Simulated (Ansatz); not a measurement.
Reaction (hydrogenolysis of a Ge–Cl bond): `O=C=[N][Ge]([F])([Cl])[Cl]` + H₂ → `O=C=[N][GeH]([F])[Cl]` + HCl

Calculated with Ansatz (gas phase, PBE0-D4/def2-TZVP geometries, no zero-point term in ΔE). CBS: MP2 limit from def2 TZ/QZ plus the TZ coupled-cluster correction, frozen cores. This one scheme is used for every species. Functionals use def2-TZVPP. For Ge outer-core shells are correlated without core-valence functions, which leaves a few kJ/mol of doubt a bond. Scalar relativity is left out up to krypton. One conformer a species, not always the lowest.

```
        level  ΔE (kJ/mol)
      BLYP-D4         45.9
   r2SCANh-D4         47.1
 MP2/def2-SVP         42.8
HF/def2-TZVPP         30.9
```

Question: What does CCSD(T)/CBS give? (Best estimate.)

Answer: Ansatz gave: +41.1 kJ/mol. The listed levels differ from it by 4.8, 6.0, 1.7, -10.2 kJ/mol.

Largest T1 diagnostic among the species: 0.014.

In def2-TZVPP, CCSD(T) changes the Hartree–Fock value by +10.6 kJ/mol (the triples alone add +4.5 kJ/mol) and MP2 by +18.8 kJ/mol. The D4 term adds +9.9 kJ/mol with B3LYP and +5.4 kJ/mol with PBE0; it sums over pairs of atoms, weighted by their polarisabilities, and B3LYP, whose exchange is more repulsive, gets the larger term. Leaving LDA and LC-ωPBE aside and taking each functional with its dispersion term where it has one, the values, not all of them listed here, spread over 11.7 kJ/mol, from CAM-B3LYP-D4 to revPBE-D4.

B3LYP here is the variant with VWN-RPA as its local correlation; programs differ in this.
